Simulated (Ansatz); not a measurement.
Total energies of CH3ClF3MoN, SMILES `C[N]=[Mo]([F])([F])([F])[Cl]`.

Cartesian coordinates in Å:
```
C 0.482 -1.563 -0.641
N 0.039 -0.333 -0.106
Mo -0.430 1.149 0.508
F -2.115 0.875 1.238
F -1.327 1.937 -0.910
F 0.182 1.104 2.257
Cl 1.367 2.470 -0.002
H 0.537 -2.313 0.152
H 1.476 -1.426 -1.078
H -0.210 -1.900 -1.417
```

The species carries charge 0 and has multiplicity 1. Correlated methods include outer-core shells of Mo, which these sets cover unevenly. Mo takes the def2 core potential. The structure was optimised at the PBE0-D4/def2-TZVP level. Basis def2-TZVPP, Ansatz 0.2.0.

RPA on PBE orbitals: Hartree–Fock energy of these orbitals -919.58099 Eh, correlation -2.83565 Eh (frozen core).

```json
{"functional": "LDA (SPW92)", "energy without D4 (Eh)": "-918.72497", "D4 term (kJ/mol)": "–"}
{"functional": "PBE", "energy without D4 (Eh)": "-922.47051", "D4 term (kJ/mol)": "-26.2"}
{"functional": "revPBE", "energy without D4 (Eh)": "-922.86193", "D4 term (kJ/mol)": "-73.7"}
{"functional": "r2SCAN", "energy without D4 (Eh)": "-922.85466", "D4 term (kJ/mol)": "-6.6"}
{"functional": "B97M-V", "energy without D4 (Eh)": "-922.78076", "D4 term (kJ/mol)": "–"}
{"functional": "PBE0", "energy without D4 (Eh)": "-922.43170", "D4 term (kJ/mol)": "-22.4"}
{"functional": "r2SCAN0", "energy without D4 (Eh)": "-922.70874", "D4 term (kJ/mol)": "-7.8"}
{"functional": "HSE06 (plane-wave form)", "energy without D4 (Eh)": "-922.40689", "D4 term (kJ/mol)": "-21.0"}
{"functional": "BHLYP", "energy without D4 (Eh)": "-922.67297", "D4 term (kJ/mol)": "-34.0"}
{"functional": "LC-ωPBE", "energy without D4 (Eh)": "-922.64464", "D4 term (kJ/mol)": "–"}
{"functional": "ωB97X-V", "energy without D4 (Eh)": "-922.74161", "D4 term (kJ/mol)": "–"}
{"functional": "ωB97M-V", "energy without D4 (Eh)": "-922.75614", "D4 term (kJ/mol)": "–"}
{"functional": "B2PLYP", "energy without D4 (Eh)": "-922.55797", "D4 term (kJ/mol)": "–"}
{"functional": "PBE-QIDH", "energy without D4 (Eh)": "-922.23715", "D4 term (kJ/mol)": "–"}
```

Give the same for BLYP, B3LYP, r2SCANh, CAM-B3LYP. (Estimate.)

Ansatz gave: 
```json
{"functional": "BLYP", "energy without D4 (Eh)": "-922.94966", "D4 term (kJ/mol)": "-56.5"}
{"functional": "B3LYP", "energy without D4 (Eh)": "-923.03730", "D4 term (kJ/mol)": "-42.2"}
{"functional": "r2SCANh", "energy without D4 (Eh)": "-922.79502", "D4 term (kJ/mol)": "-7.0"}
{"functional": "CAM-B3LYP", "energy without D4 (Eh)": "-922.84487", "D4 term (kJ/mol)": "-22.9"}
```

B3LYP takes the VWN-RPA correlation (the form of Gaussian; ORCA's B3LYP/G). HSE06 is the plane-wave form, built on full-range PBE exchange. The double hybrids freeze the cores in their second-order part.

LC-ωPBE has ω = 0.4 bohr⁻¹.
